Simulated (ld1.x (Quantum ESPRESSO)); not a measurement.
# What one change does to a pseudopotential (samarium, TM)

ld1.x (Quantum ESPRESSO) 7.5 input, shortened:

```
&input
   title='Sm', zed=62., rel=2, dft='PBE', iswitch=3,
   config='[Xe] 4f5 5d1 6s1 6p0', rel_dist='average'
 /
 &inputp
   pseudotype=2, tm=.true., lloc=1,
   nlcc=.true.
 /
3
6S  1  0   1.00   0.00  3.60  3.60  0.0
5D  3  2   1.00   0.00  2.75  2.75  0.0
6P  2  1   0.00   0.00  3.65  3.65  0.0
 &test
   configts(1)='5d1 6s1 6p0'
 /
```

Open shells are filled in proportion to 2j + 1 (rel_dist='average').

All-electron outer shells of the reference configuration (PBE, scalar-relativistic, ld1.x):

```json
{"shell": "4f", "level (eV)": "-14.16", "outermost node (bohr)": "–", "outermost maximum (bohr)": "0.61"}
{"shell": "6s", "level (eV)": "-9.02", "outermost node (bohr)": "1.66", "outermost maximum (bohr)": "3.31"}
{"shell": "5d", "level (eV)": "-8.51", "outermost node (bohr)": "0.83", "outermost maximum (bohr)": "1.98"}
{"shell": "6p", "level (eV)": "-5.65", "outermost node (bohr)": "1.96", "outermost maximum (bohr)": "4.20"}
```

Change: core correction a·sin(br)/r model core inside 2.16 bohr.

Cutoffs: the cutoffs (Ry, on a coarse ladder) from which the occupation-weighted sum of valence levels, in a spherical-Bessel basis at the reference potential, stays within 10 and 1 mRy of its value at 400 Ry; they do not see the model core or the augmentation charge, which bear on the density cutoff. Errors are all-electron minus pseudo energies relative to the spin-unpolarised reference configuration.

Task: What does the change do?

Result: The potential gets neither clearly harder nor softer (15 Ry and 18 Ry → 15 Ry and 18 Ry); of the 7 tests that both files solve, the error grows in 5 and shrinks in 0 by more than 15 % and 0.3 meV (median size 22.4 → 27.1 meV); neither file shows a bound ghost. The default core radius of the base comes out at 2.55 bohr. A model core, the more so a compact one, raises the density cutoff, which this test does not measure.

| quantity | base | changed |
| --- | --- | --- |
| cutoff, loose | 15 Ry | 15 Ry |
| cutoff, tight | 18 Ry | 18 Ry |
| bound ghosts | none | none |
| error for 5d1 6s2 6p0, meV [ΔE -6.45 eV] | +0.2 | -1.3 |
| error for 5d1 6s0 6p0, meV [ΔE 11.77 eV] | -22 | -27 |
| error for 5d1 6s1.5 6p0, meV [ΔE -3.86 eV] | -0.5 | -0.9 |
| error for 5d2 6s0 6p0, meV [ΔE 0.76 eV] | -77 | -95 |
| error for 5d1 6s0 6p2, meV [ΔE -0.90 eV] | -30 | -31 |
| error for 5d1.5 6s1.5 6p0, meV [ΔE -5.78 eV] | -19 | -21 |
| error for 5d0 6s2 6p0, meV [ΔE -0.24 eV] | -66 | -94 |
| s: phases at 3.97 bohr within 0.05 rad from the reference energy up to (Ry; the scan ends near 5) | -0.1 | -0.1 |
| p1/2: phases at 3.97 bohr within 0.05 rad from the reference energy up to (Ry; the scan ends near 5) | n/a | n/a |
| p3/2: phases at 3.97 bohr within 0.05 rad from the reference energy up to (Ry; the scan ends near 5) | n/a | n/a |
| d3/2: phases at 3.97 bohr within 0.05 rad from the reference energy up to (Ry; the scan ends near 5) | -0.0 | -0.0 |
| d5/2: phases at 3.97 bohr within 0.05 rad from the reference energy up to (Ry; the scan ends near 5) | 0.0 | 0.0 |
